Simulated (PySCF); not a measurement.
GeH₃ISe. Atoms are numbered in the order given.

```xyz
6

Se     1.1634    -0.4489     0.0000
I     -0.3179     1.6524     0.0000
Ge    -0.6206    -2.0376     0.0000
H      0.0953    -3.4032     0.0000
H     -1.4728    -1.8536     1.2671
H     -1.4728    -1.8536    -1.2671
```

Geometry: B3LYP-D3(BJ)/def2-SVP. The structure was generated by enumeration, and PubChem lists no compound with its InChIKey, so it may never have been made. The def2 effective core potentials stand for the cores of I; spin–orbit coupling is left out.

Calculation: PySCF with PBE/def2-TZVPD.

Symmetry labels are those of the subgroup Cs that the program uses (full group Cs).

Computed valence orbital energies around the gap with their symmetry:
```json
[
 {"orbital": "HOMO−7", "symmetry": "A'", "energy (eV)": "-13.80"},
 {"orbital": "HOMO−6", "symmetry": "A'", "energy (eV)": "-9.44"},
 {"orbital": "HOMO−5", "symmetry": "A\"", "energy (eV)": "-8.96"},
 {"orbital": "HOMO−4", "symmetry": "A'", "energy (eV)": "-8.71"},
 {"orbital": "HOMO−3", "symmetry": "A'", "energy (eV)": "-8.21"},
 {"orbital": "HOMO−2", "symmetry": "A\"", "energy (eV)": "-7.25"},
 {"orbital": "HOMO−1", "symmetry": "A'", "energy (eV)": "-6.51"},
 {"orbital": "HOMO", "symmetry": "A\"", "energy (eV)": "-5.62"},
 {"orbital": "LUMO", "symmetry": "A'", "energy (eV)": "-3.77"},
 {"orbital": "LUMO+1", "symmetry": "A'", "energy (eV)": "-1.64"},
 {"orbital": "LUMO+2", "symmetry": "A'", "energy (eV)": "-0.65"},
 {"orbital": "LUMO+3", "symmetry": "A'", "energy (eV)": "0.05"}
]
```
